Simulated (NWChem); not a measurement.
System: C2H4BF2N; SMILES FB(N)/C=C\F

```xyz
10

N     -1.4029     0.7411     0.0000
B     -0.0206     0.9337     0.0000
F      0.4486     2.1946     0.0000
C      1.0255    -0.2282     0.0000
C      0.7522    -1.5312     0.0000
F     -0.4978    -2.0066     0.0000
H     -2.0527     1.5159     0.0000
H     -1.8207    -0.1783     0.0000
H      2.0915     0.0185     0.0000
H      1.4829    -2.3469     0.0000
```
Atoms are numbered in this order, from 1.

Computed with NWChem. Pople sets run with spherical d functions. The geometry was optimised at PBE0/def2-SVP.

Predict the results for B97-D/6-31G*. Quantities: highest occupied level (eV); orbital gap (eV); dipole (D).


```
Quantity                     Result
---------------------------  ------
highest occupied level (eV)   -5.83
orbital gap (eV)               4.82
dipole (D)                     1.35
```
